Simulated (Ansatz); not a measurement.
`C[B]([GeH3])[SeH]` and `CB(F)[SeH]` differ in one atom or group.

Ansatz, PBE0-D4/def2-TZVP geometries, multiplicity 1. Each molecule was computed in one conformer, which needn't be the lowest.

Scalar relativity is left out up to krypton.

```csv
property,`C[B]([GeH3])[SeH]`
size of the dipole moment (PBE/def2-TZVPP) / D,1.67
LUMO energy (PBE/def2-TZVPP) / eV,-2.30
HOMO energy (B3LYP/def2-TZVPP) / eV,-7.53
HOMO energy (PBE0/def2-TZVPP) / eV,-7.76
LUMO energy (ωB97M-V/def2-TZVPP) / eV,0.51
size of the dipole moment (ωB97M-V/def2-TZVPP) / D,1.69
```

Task: What does the change do to each property? (Best estimate.)

Result: Ansatz gave: 
```tsv
property	`CB(F)[SeH]`	shift
size of the dipole moment (PBE/def2-TZVPP) / D	1.69	0.02
LUMO energy (PBE/def2-TZVPP) / eV	-1.29	1.01
HOMO energy (B3LYP/def2-TZVPP) / eV	-7.27	0.26
HOMO energy (PBE0/def2-TZVPP) / eV	-7.51	0.25
LUMO energy (ωB97M-V/def2-TZVPP) / eV	1.71	1.20
size of the dipole moment (ωB97M-V/def2-TZVPP) / D	1.80	0.11
```

With PBE0 the HOMO rises by 0.25 eV and the LUMO rises by 1.10 eV, so the gap widens by about 0.85 eV. PBE moves the HOMO by 0.31 eV and ωB97M-V by 0.24 eV. Dipoles are sizes alone; their direction can turn.

B3LYP here is the variant with VWN-RPA as its local correlation; programs differ in this.

Spin–orbit coupling is left out; it splits and shifts lone-pair levels of the heavy atoms by tenths of an eV.
